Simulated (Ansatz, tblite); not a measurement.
Cost and result up the ladder for n-GeGeGeGeSiH12 (SiGe₄H₁₂) (17 atoms). The state is a singlet with charge 0. Geometry: r2SCAN-D4/def2-SVP.

```xyz
17

Ge    1.056   -2.226    1.264
Ge   -0.251   -1.885   -0.743
Ge    0.476    0.136   -1.870
Ge   -0.736    2.029   -0.964
Si   -0.672    2.019    1.416
H     0.413   -3.276    2.183
H     1.189   -0.908    2.044
H     2.467   -2.703    0.882
H    -0.106   -3.111   -1.662
H    -1.743   -1.748   -0.381
H     0.249    0.034   -3.389
H     1.985    0.332   -1.632
H    -0.158    3.348   -1.508
H    -2.199    1.932   -1.430
H    -1.415    3.190    1.974
H    -1.299    0.762    1.927
H     0.745    2.075    1.889
```

Ansatz on 4 threads of Arm Neoverse V2 on a shared host; xTB runs through tblite on one thread. Times are rough, summed over both states, and most runs start from the orbitals of an earlier one. PBE0-D4/def2-TZVP serves as the yardstick here, not as an exact answer. The other state is a triplet.

The xTB rows come from tblite.

xTB has no spin-polarisation term.

```
            level  functions  wall time  vertical triplet (eV)  difference from PBE0-D4/def2-TZVP (eV)
         GFN2-xTB         57    0.025 s                   4.65                                   -0.97
         GFN1-xTB         69    0.028 s                   3.76                                   -1.86
 PBE-D4/def2-TZVP        301       22 s                   5.25                                   -0.37
PBE0-D4/def2-TZVP        301       54 s                   5.62                                    0.00
```
